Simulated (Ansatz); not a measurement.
CH₆ClFOSi₂, SMILES C[SiH2][Si@](O)(F)Cl.

Geometry: B3LYP-D3(BJ)/def2-SVP. The structure was generated by enumeration; whether it is a known compound was not checked. One conformer was computed; it need not be the lowest.

Two levels are set side by side: PBE/def2-SVPD (Ansatz, an electronic-structure program) and ωB97X-V/def2-SVPD (Ansatz). Energy differences of separate SCF runs at the same geometry; the states with an electron removed or added have multiplicity 2 and 2. Differences are taken from unrounded values.

```json
[
 {"quantity": "vertical ionisation energy (eV)", "PBE": "10.16"},
 {"quantity": "vertical singlet–triplet gap (eV)", "PBE": "5.93"}
]
```

Task: These are the PBE values. What does ωB97X-V give? (An estimate is asked for; the answer gives what the named calculation found.)

Result: 
```csv
quantity,ωB97X-V,PBE minus ωB97X-V
vertical ionisation energy (eV),10.79,-0.63
vertical singlet–triplet gap (eV),6.71,-0.79
```
